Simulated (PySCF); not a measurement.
The 14-electron isoelectronic series, non-relativistic

All values are computed (PySCF 2.14, energy differences of UHF-based or UKS calculations, no spin-orbit coupling). Each ion has its own even-tempered basis scaled to its charge (16s10p4d4f for the first); frozen: 1s2. Ionisation energies in eV, correlation energies of the ion in mhartree.

```csv
ion,configuration,UHF,LDA,PBE,PBE0,r2SCAN,MP2 (outer shells),CCSD (outer shells),E_corr MP2,E_corr CCSD(T),"NIST (with spin-orbit, Breit and QED)"
Xe⁴⁰⁺,[Ne] 3s2 3p2 (3P),2881.2,2882.6,2883.2,2883.0,2883.3,2881.4,2881.1,-491.5,-526.7,2975 ± 4 (t)
Ba⁴²⁺,[Ne] 3s2 3p2 (3P),3152.2,3153.7,3154.3,3154.1,3154.4,3152.5,3152.1,-492.7,-528.1,3266 ± 4 (t)
Ce⁴⁴⁺,[Ne] 3s2 3p2 (3P),3435.4,3436.9,3437.5,3437.3,3437.6,3435.5,3435.2,-494.3,-530.1,3570 ± 4 (t)
Nd⁴⁶⁺,[Ne] 3s2 3p2 (3P),3730.6,3732.1,3732.8,3732.6,3732.8,3730.7,3730.3,-496.8,-533.2,3891 ± 4 (t)
Sm⁴⁸⁺,[Ne] 3s2 3p2 (3P),4037.8,4039.3,4040.0,4039.8,4040.0,4037.9,4037.5,-499.5,-536.5,4227 ± 4 (t)
Gd⁵⁰⁺,[Ne] 3s2 3p2 (3P),4357.2,4358.7,4359.5,4359.3,4359.5,4357.3,4356.9,-502.8,-540.8,4578 ± 4 (t)
Dy⁵²⁺,[Ne] 3s2 3p2 (3P),4688.7,4690.3,4691.1,4690.8,4691.1,4688.8,4688.4,-506.7,-545.9,4945 ± 4 (t)
Er⁵⁴⁺,[Ne] 3s2 3p2 (3P),5032.3,5033.9,5034.7,5034.5,5034.7,5032.4,5031.9,-507.7,-547.2,5329 ± 5 (t)
Yb⁵⁶⁺,[Ne] 3s2 3p2 (3P),5388.0,5389.6,5390.5,5390.2,5390.4,5388.0,5387.5,-509.0,-548.9,5731 ± 5 (t)
Hf⁵⁸⁺,[Ne] 3s2 3p2 (3P),5755.8,5757.3,5758.3,5758.0,5758.2,5755.8,5755.3,-514.7,-556.0,6149 ± 6 (t)
```

Each ion has its own basis, which adds noise of up to about 0.1 % along the series.

NIST values marked (s) are semi-empirical, (t) theoretical. Open shells are high-spin determinants of the terms that Hund's rules give.

All relativistic terms are absent from the calculated values; where these lie close to NIST, scalar and spin-orbit shifts of opposite sign can cancel.
